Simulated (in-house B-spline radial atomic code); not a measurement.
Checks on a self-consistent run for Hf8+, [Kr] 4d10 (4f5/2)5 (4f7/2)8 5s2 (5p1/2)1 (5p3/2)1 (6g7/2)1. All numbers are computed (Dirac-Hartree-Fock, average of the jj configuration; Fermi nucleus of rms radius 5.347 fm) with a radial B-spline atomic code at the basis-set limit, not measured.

| orbital | q | ε (Eh) | <1/r> | <r²> | small-component weight |
| --- | --- | --- | --- | --- | --- |
| 1s1/2 | 2 | -2421.80371 | 83.7755 | 0.000495031 | 0.073344 |
| 2s1/2 | 2 | -423.44688 | 20.3246 | 0.00757358 | 0.016566 |
| 2p1/2 | 2 | -403.76338 | 20.2488 | 0.00544543 | 0.016584 |
| 2p3/2 | 4 | -359.86025 | 17.2192 | 0.00664668 | 0.015068 |
| 3s1/2 | 2 | -102.71881 | 7.47183 | 0.0494277 | 0.0054406 |
| 3p1/2 | 2 | -94.00828 | 7.37345 | 0.045614 | 0.0053675 |
| 3p3/2 | 4 | -84.45864 | 6.59639 | 0.0522098 | 0.0049408 |
| 3d3/2 | 4 | -69.92522 | 6.47093 | 0.0407788 | 0.0048006 |
| 3d5/2 | 6 | -67.89319 | 6.28299 | 0.0426396 | 0.004677 |
| 4s1/2 | 2 | -25.96746 | 3.10887 | 0.247168 | 0.0017438 |
| 4p1/2 | 2 | -22.32810 | 2.99393 | 0.257125 | 0.0016523 |
| 4p3/2 | 4 | -20.14010 | 2.73966 | 0.291114 | 0.0015064 |
| 4d3/2 | 4 | -14.14001 | 2.52418 | 0.31973 | 0.0013183 |
| 4d5/2 | 6 | -13.80358 | 2.46201 | 0.332542 | 0.0012778 |
| 4f5/2 | 5 | -6.33056 | 2.03819 | 0.451211 | 0.00091633 |
| 4f7/2 | 8 | -6.27969 | 2.0162 | 0.459553 | 0.00090137 |
| 5s1/2 | 2 | -7.44117 | 1.25791 | 1.26619 | 0.0004243 |
| 5p1/2 | 1 | -6.39277 | 1.16614 | 1.44765 | 0.00037606 |
| 5p3/2 | 1 | -5.99433 | 1.08765 | 1.61503 | 0.00034227 |
| 6g7/2 | 1 | -1.14198 | 0.262025 | 25.6055 | 3.3023e-05 |

Electron-electron repulsion V_ee = 5283.5172 hartree.

(1) What total energy follows from the eigenvalues?

(2) Does the Dirac virial theorem hold?

(3) What diamagnetic shielding (Lamb formula) and susceptibility (Langevin formula) do the radii give?

Results:

(1) The eigenvalues count the repulsion twice, so E = Σqε - V_ee = -9782.652 - 5283.517 = -15066.170 hartree; the run printed -15066.170.

(2) For a point nucleus E = -2c²Σq·w, with w the small-component weight. Here Σq·w = 0.40105 and c = 137.0360, so the ratio E/(-2c²Σq·w) is 1.000232; the finite nucleus accounts for the departure from 1.

(3) σ = (α²/3)Σq<1/r> = 516.617/(3·137.036²) = 9170.2 ppm, and χ = -0.79199×10⁻⁶·Σq<r²> = -34.41×10⁻⁶ cm³/mol with Σq<r²> = 43.452 bohr². Both are non-relativistic formulas without the paramagnetism of open shells; for so heavy an element the full relativistic shielding is larger by tens of per cent.
